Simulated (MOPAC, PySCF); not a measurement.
Bond stretch in SMILES [BH3-][NH3+] (H6BN). The B1–N5 bond (B1 also carries H, H, H; N5 carries H, H, H) is stretched with both fragments frozen at the PBE0/def2-TZVP optimised geometry.

- AM1, restricted, heats of formation (MOPAC)
- RMP2 = MP2 on RHF/cc-pVDZ, 2 core orbitals frozen run with PySCF
- RCCSD = PySCF 2.14.0 with CCSD on RHF/cc-pVDZ, 2 core orbitals frozen
- RMP2/3-21G = restricted MP2 (frozen core)/3-21G (PySCF)

Energies are in kJ/mol, each relative to the lowest point of its own curve near equilibrium.

```csv
R / Å,AM1,RMP2,RCCSD,RMP2/3-21G
1.32,92.2,147.2,150.5,186.9
1.39,38.6,79.0,81.5,106.6
1.48,6.4,28.4,30.0,43.8
1.54,0.0,10.8,11.9,20.0
1.59,1.0,3.0,3.7,8.0
1.64,6.3,0.0,0.3,1.7
1.67,11.1,0.0,0.0,0.0
1.75,28.7,4.7,4.1,1.6
1.79,39.5,9.0,8.0,5.0
1.91,76.5,26.4,24.4,21.5
2.03,114.4,46.9,43.8,43.2
2.20,157.9,75.9,71.3,76.2
2.48,194.4,116.4,109.8,125.3
2.74,206.5,143.8,135.8,160.4
2.97,211.8,161.1,152.3,183.5
3.31,215.9,178.4,168.8,207.7
3.65,217.9,189.6,179.5,223.9
4.04,219.4,197.8,187.4,235.2
4.47,220.6,203.1,192.4,241.2
4.88,221.4,205.9,195.0,243.8
5.68,222.5,208.1,197.2,245.9
```

At the longest distance, 5.68 Å, RMP2/3-21G lies highest above its minimum (245.9 kJ/mol) and RCCSD lowest (197.2 kJ/mol).
